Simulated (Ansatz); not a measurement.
`C[CH](C)[Al]([OH])[OH]`, charge 0, multiplicity 1.

**Question.** Give a relaxed structure at PBE0-D4/def2-TZVP (Ansatz). (An estimate is asked.)

**Answer.** Ansatz gave: 
Z-matrix (Å, degrees):
```
C
C 1 1.529
H 1 1.097 2 111.0
H 1 1.095 2 111.4 3 -119.1
H 1 1.092 2 112.3 3 120.8
C 2 1.529 1 111.6 3 57.7
Al 2 1.955 1 112.8 3 -174.2
H 2 1.101 1 107.4 3 -59.7
H 6 1.097 2 111.0 1 -57.7
H 6 1.092 2 112.3 1 -178.5
H 6 1.095 2 111.4 1 61.3
O 7 1.698 2 118.7 1 26.4
O 7 1.698 2 118.6 1 -154.7
H 12 0.955 7 125.7 2 178.4
H 13 0.955 7 125.7 2 -178.4
```
Point group Cs.
This is one stationary point; other conformers may exist.
